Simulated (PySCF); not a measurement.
**Radial density of Se²⁹⁺ (selenium, charge +29)**

UHF, [He] 2s2 2p1, 2P determinant. All numbers are calculated (PySCF 2.14, no relativity, point nucleus, in an even-tempered Gaussian basis (17 s from 8.1 bohr⁻², ratio 2.2; 10 p from 11 bohr⁻², ratio 2.2; 6 d from 43 bohr⁻², ratio 2.4; 5 f from 64 bohr⁻², ratio 2.4; 4 g from 97 bohr⁻², ratio 2.4)).

| r (bohr) | 4πr²ρ (e/bohr) | 4πr²(ρα − ρβ) |
| --- | --- | --- |
| 0.000820 | 0.2175 | 0.0000 |
| 0.00138 | 0.5925 | 0.0000 |
| 0.00232 | 1.572 | 0.0000 |
| 0.00390 | 3.994 | 0.0003 |
| 0.00657 | 9.423 | 0.0022 |
| 0.0110 | 19.64 | 0.0152 |
| 0.0186 | 33.18 | 0.0944 |
| 0.0313 | 39.34 | 0.4964 |
| 0.0526 | 26.65 | 1.9766 |
| 0.0884 | 14.30 | 4.9763 |
| 0.149 | 18.06 | 5.8199 |
| 0.250 | 7.886 | 1.8674 |
| 0.421 | 0.3460 | 0.0680 |
| 0.708 | 0.0004625 | 0.0001 |

Spin-orbit coupling, absent here, splits the open shell strongly.
